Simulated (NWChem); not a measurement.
Species: CdHBr; SMILES [Br][CdH]

This build's default masses of Se (78.918 u) and Br (79.917 u) are each other's, which moves their modes by up to 0.6 %. def2 effective core potentials on Cd; no spin-orbit coupling.

Task: Give the equilibrium geometry at PBE0/def2-SVP with def2 effective core potentials on Cd (NWChem) as a list of bonds and angles, with the point group.

Result: point group C*v; any orientation.
Bond lengths (Å): Cd1–H2 1.658, Cd1–Br3 2.422. Angles (°): H2–Cd1–Br3 180.0.
